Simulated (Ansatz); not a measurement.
Consider the redistribution: `C[Si](N)(O)O[SiH3]` + `B[SiH2]F` → `B[Si](C)(N)O` + `F[SiH2]O[SiH3]`.

Gas-phase electronic energies from Ansatz, PBE0-D4/def2-TZVP geometries. CBS: MP2 limit from def2 TZ/QZ plus the TZ coupled-cluster correction, frozen cores. Functionals use def2-TZVPP. B3LYP here is the variant with VWN-RPA as its local correlation; programs differ in this. One conformer a species, not always the lowest.

**Question.** Is it downhill or uphill in electronic energy at CCSD(T)/CBS, and by how much? (An estimate is asked.)

**Answer.** Computed: Uphill: ΔE = +3.5 kcal/mol.

**Question.** What do these levels give: ωB97M-V, B2PLYP, PBE, B3LYP, CCSD(T)/def2-TZVPP, HF/def2-QZVPP? (Estimate.)

**Answer.** Ansatz gave: ωB97M-V 4.0, B2PLYP 3.1, PBE 3.3, B3LYP 3.1, CCSD(T)/def2-TZVPP 3.7, HF/def2-QZVPP 3.5 kcal/mol.

Largest T1 diagnostic among the species: 0.012.

The D4 term adds +0.8 kcal/mol with B3LYP and +0.5 kcal/mol with PBE0; it sums over pairs of atoms, weighted by their polarisabilities, and B3LYP, whose exchange is more repulsive, gets the larger term.
